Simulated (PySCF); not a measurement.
Mg(H)(iPr) (C₃H₈Mg), SMILES C[CH](C)[MgH]. Geometry optimised at PBE-D3(BJ)/def2-SVP.

Problem. Give the equilibrium geometry at PBE-D3(BJ)/def2-SVP (PySCF confirms it by a frequency run) as bond lengths and angles, and its point group. (The exact figures need the calculation; the answer reports its results.)

Solution. point group Cs.
Atoms: Mg1 H2 C3 C4 C5 H6 H7 H8 H9 H10 H11 H12. Bonded distances (Å): Mg1–H2 1.722, Mg1–C3 2.141, C3–C4 1.537, C3–C5 1.537, C3–H6 1.116, C4–H7 1.118, C4–H8 1.113, C4–H9 1.111, C5–H10 1.111, C5–H11 1.118, C5–H12 1.113. Bond angles (°): H2–Mg1–C3 179.5, Mg1–C3–C4 112.2, Mg1–C3–C5 112.2, Mg1–C3–H6 105.7, C4–C3–C5 111.1, C4–C3–H6 107.6, C5–C3–H6 107.6, C3–C4–H7 111.9, C3–C4–H8 112.2, C3–C4–H9 112.9, H7–C4–H8 105.9, H7–C4–H9 106.6, H8–C4–H9 106.9, C3–C5–H10 112.9, C3–C5–H11 111.9, C3–C5–H12 112.2, H10–C5–H11 106.6, H10–C5–H12 106.9, H11–C5–H12 105.9.
